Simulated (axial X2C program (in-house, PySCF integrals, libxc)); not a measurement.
Nuclear properties of PbCl⁻

Calculated with an axial X2C code built on PySCF integrals: two-component X2C with atomic mean-field Coulomb and Gaunt terms, Gaussian nuclei, basis Pb dyall-acv3z, Cl dyall-av3z with contracted cores.

R = 2.745 Å (near the PBE0 minimum at charge -1 of the determinant lowest at the starting distance; the state shown can have its own minimum elsewhere).

Determinant lowest in the PBE0 search, Ω = 0 (closed shell), highest spinor 86% Pb p, 7% Cl p, 3% Cl d:

```csv
level,qzz Pb (a.u.),qzz Cl (a.u.)
PBE0,7.61,0.98
HF,9.19,0.77
PBE50,8.44,0.93
B3LYP,7.38,0.96
BHandHLYP,8.23,0.88
```

Determinant 0.29 eV from it at PBE0 and this distance, Ω = 1 (⟨Sz⟩ = 0.95, ⟨Lz⟩ = 0.05 at PBE0), spin on the atoms Pb 0.97, Cl -0.02:

```tsv
level	Eeff magnitude (GV/cm)	Ws magnitude Pb (kHz)	A∥/gI Pb (MHz)	qzz Pb (a.u.)	A∥/gI Cl (MHz)	qzz Cl (a.u.)
PBE0	28	32.6	-4160	7.17	-16.9	1.24
HF	29.5	34.6	-5550	8.83	-16.8	0.98
PBE50	30.6	35.7	-4590	8.09	-16.1	1.17
B3LYP	32.1	37.4	-3770	6.78	-15.6	1.20
BHandHLYP	36.9	43.2	-4180	7.75	-13.6	1.11
```

Eeff is the effective electric field on the electron electric dipole moment in this Ω state and Ws the scalar–pseudoscalar constant of the nucleus named (defined with the proton number Z and per Ω); A∥ (defined per Ω) follows by multiplying with gI = μI/(I μN); qzz is the electric field gradient, eQq0 = 234.96 MHz × Q/barn × qzz. The operators were transformed with the bare-nucleus X2C matrices; with these basis sets, hyperfine constants and field gradients can be off by tens of per cent, and where levels differ in sign neither size nor sign is settled.

Q: With Q(35Cl) = -0.08112 barn (Q from Pyykkö, Mol. Phys. 2018), turn the PBE0 values of the first state into constants in MHz.

A: eQq0(35Cl) = 234.96 × (-0.08112) × (0.98) = -18.7 MHz.

Each state is one determinant with collinear spin, which with several unpaired electrons need not be a pure state. Unrestricted Hartree–Fock can overshoot spin polarisation at the nuclei. For an anion, determinants above electron detachment, or with a positive highest level, are held by the basis set. A closed determinant beside an open π² or δ² triplet, such as (π1/2)², mixes with its partner pair into the 0⁺ component of the triplet and ¹Σ⁺, so its energy is not that of a level, and 0⁺ can lie lowest. With several open shells hyperfine constants can be off by a factor of several. Open-shell Ω = 0 determinants with evenly filled partner blocks cannot be reached by this program, so the Ω shown need not be the lowest component. At HF a later determinant lies lower. States lie within half an eV, so the first need not be the ground state. Further determinants of the search, some of them spin-mixed, are not shown. PBE0 term energies can be off by some tenths of an eV.
